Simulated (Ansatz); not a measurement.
Isolated molecules relaxed with PBE0-D4/def2-TZVP in Ansatz; ΔE leaves out vibrations. CCSD(T)/CBS adds triple-zeta CCSD(T) − MP2 to the extrapolated MP2 energy (def2 sets, frozen cores). This one scheme is used for every species. Each species was taken in one conformer, which may not be the lowest.

`CC([SiH3])BCl` + `O[SiH3]` → `[SiH3]OBCl` + `CC[SiH3]`  (ligand exchange at a B–C bond)

```
         level  ΔE (eV)
MP2/def2-TZVPP    -1.24
CCSD/CBS(def2)    -1.29
```

Question: What does CCSD(T)/CBS give? (Estimate.)

Answer: The calculation gave: -1.26 eV. The listed levels differ from it by 0.02, -0.03 eV.

Largest T1 diagnostic among the species: 0.012.

The D4 term adds +0.05 eV with B3LYP and +0.03 eV with PBE0; it sums over pairs of atoms, weighted by their polarisabilities, and B3LYP, whose exchange is more repulsive, gets the larger term. In def2-TZVPP, CCSD(T) changes the Hartree–Fock value by +0.22 eV (the triples alone add +0.03 eV) and MP2 by +0.25 eV.

B3LYP here is the variant with VWN-RPA as its local correlation; programs differ in this.
